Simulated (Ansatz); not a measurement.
Geometry optimisation, Ansatz 0.2.0, RKS PBE0-D4/def2-SVP.

Input file:

```yaml
crystal:
  periodic: [false, false, false]
  atoms:
    - { symbol: Zr, position_ang: [0.0, 0.0, 0.0] }
    - { symbol: F, position_ang: [0.0, 0.0, 2.33] }
    - { symbol: F, position_ang: [1.8671, 0.0, -0.6593] }
    - { symbol: F, position_ang: [-0.9326, 1.6157, -0.6593] }
    - { symbol: F, position_ang: [-0.9326, -1.6157, -0.6593] }
    - { symbol: O, position_ang: [-2.2491, 0.0, 0.7473] }
    - { symbol: Al, position_ang: [-3.5628, -0.9643, 0.0314] }
    - { symbol: H, position_ang: [-3.2937, -2.4314, -0.4258] }
    - { symbol: H, position_ang: [-4.9834, -0.3425, -0.1389] }
    - { symbol: H, position_ang: [-1.3253, 0.0, 1.9476] }
basis:
  gaussian: { orbitals: def2-SVP }
hamiltonian:
  xc: pbe0
  dispersion: d4
relax:
  f_tol: 0.15
  max_steps: 25
  restrain:
    - { distance: [0, 5], at: 2.07, k: 30.0 }
    - { distance: [9, 1], at: 0.92, k: 30.0 }
    - { distance: [0, 1], at: 3.18, k: 30.0 }
    - { distance: [9, 5], at: 2.21, k: 30.0 }
output:
  orbitals: {}
```

Command:

```bash
$ ansatz run input.yaml --threads 4 --pin off --max-ram 5120MiB --backend cpu --events-out ev --progress --plain --runs-dir out
```

Task: Where does it end, and by what steps?

Result: The run converged. The restraints hold the end off the free minimum. After 21 steps the energy has fallen by 2.722 eV (the restraints' own energy left out); F5 moved furthest, 1.96 Å. Parted: Zr1–F2 (2.33 → 3.17 Å), Zr1–H10 (2.36 → 3.06 Å). Joined: F2–H10 (1.38 → 0.93 Å).

```csv
step,energy less start (eV),largest force component (eV/Å),accepted
0,0.0000,3.438,yes
1,0.1025,3.590,yes
2,-0.2036,2.352,yes
3,-0.8768,1.996,yes
4,-1.4375,1.394,yes
5,-1.8134,1.303,yes
6,-2.1061,1.286,yes
7,-2.3059,1.262,yes
8,-2.4264,1.375,yes
9,-2.5020,1.346,yes
10,-2.5533,1.348,yes
11,-2.6157,1.395,yes
12,-2.6456,1.262,yes
13,-2.6896,1.374,yes
14,-2.6834,1.279,no
15,-2.6979,1.312,yes
16,-2.7040,1.321,yes
17,-2.7089,1.349,yes
18,-2.7103,1.327,yes
19,-2.6999,1.398,no
20,-2.7178,1.372,yes
21,-2.7222,1.400,yes
```

```xyz
10
Properties=species:S:1:pos:R:3
Zr -0.222 -0.113 -0.575
F -0.695 0.914 2.385
F 1.212 -1.007 0.291
F 0.048 1.758 -0.758
F -0.321 -0.805 -2.338
O -2.011 -0.516 0.271
Al -3.536 -1.315 0.354
H -3.716 -2.669 -0.449
H -4.645 -0.622 1.248
H -1.526 0.637 2.085
```

Run time: 91 s on 4 threads of Intel(R) Xeon(R) Platinum 8259CL CPU @ 2.50GHz (Skylake/Cascade Lake), with other jobs on the host, peak memory 0.39 GiB.
